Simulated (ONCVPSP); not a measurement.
## Potentials for F compared

Generated with ld1.x 7.5 (TM, RRKJ, ultrasoft, PAW), atompaw 4.2 or ONCVPSP 4.0.1. The cutoff is in Ry: for ld1.x and atompaw files where the sum of valence levels is converged to 10 mRy in a Bessel basis, for ONCV files where the hardest occupied wave has 1 mHa per electron of residual kinetic energy. The error is the largest all-electron minus pseudo excitation energy over each file’s own four to seven test configurations (ionisations up to +4, promotions, holes and added fractions of an electron), all of which were solved. The labels leave out finer settings (local radius, basis sizes, second energies), which also bear on the numbers. Spin-polarised tests are not counted. The rows are a selection from randomly drawn settings: files with unsolved tests, undetermined cutoffs or missed reference levels are left out.

A true bound ghost makes a file unfit for plane-wave use even where its test errors are small: the radial tests pick states by their node count and pass the ghost by.

| potential | cutoff (Ry) | largest error (meV) | bound ghosts |
| --- | --- | --- | --- |
| ONCV, PBE, scalar-relativistic, rc 0.60/1.55 (sp), local smoothed, core correction yes, reference 2s2 2p4.5, qcut 13/10.4, projectors 2/2 | 113 | +221 | none |
| ONCV, PBE, scalar-relativistic, rc 0.50/1.20/1.20 (spd), local smoothed, core correction yes, reference 2s2 2p4, qcut 10.3/12.1/6.9, projectors 2/1/3 | 450 | +174 | s |
| ONCV, PBE, non-relativistic, rc 0.55/1.00/1.05 (spd), local smoothed, core correction no, reference 2s2 2p5, qcut 11.1/14.3/8.7, projectors 2/1/1 | 138 | +117 | none |
| ONCV, PBE, scalar-relativistic, rc 0.80/1.75 (sp), local smoothed, core correction yes, reference 2s2 2p5, qcut 8.2/7.2, projectors 1/2 | 271 | +5714 | none |
| ONCV, LDA (Perdew-Wang 92), scalar-relativistic, rc 0.70/0.85/0.80 (spd), local smoothed, core correction no, reference 2s2 2p5, qcut 9.4/7.7/14, projectors 2/2/2 | 378 | +280 | d |
| ONCV, revPBE, scalar-relativistic, rc 0.75/0.95/1.05 (spd), local smoothed, core correction yes, reference 2s2 2p5, qcut 7/18.3/10.4, projectors 1/2/2 | 451 | +405 | none |
| ONCV, LDA (Perdew-Wang 92), scalar-relativistic, rc 0.70/1.45/1.10 (spd), local smoothed, core correction yes, reference 2s2 2p4, qcut 11.5/8.4/8.2, projectors 2/2/2 | 112 | +925 | none |

Question: Fill in the row for F: ONCV, PBEsol, scalar-relativistic, rc 0.65/0.95/0.70 (spd), local smoothed, core correction yes, reference 2s2 2p4, qcut 8.5/13/15.2, projectors 3/2/3.

Answer: cutoff 359 Ry, largest error +112 meV, bound ghosts: s.

Question: Fill in the row for F: ONCV, PBE, non-relativistic, rc 0.70/0.85/0.90 (spd), local smoothed, core correction yes, reference 2s2 2p3, qcut 10.7/11.5/12.1, projectors 2/3/2.

Answer: cutoff 135 Ry, largest error +56 meV, bound ghosts: none.
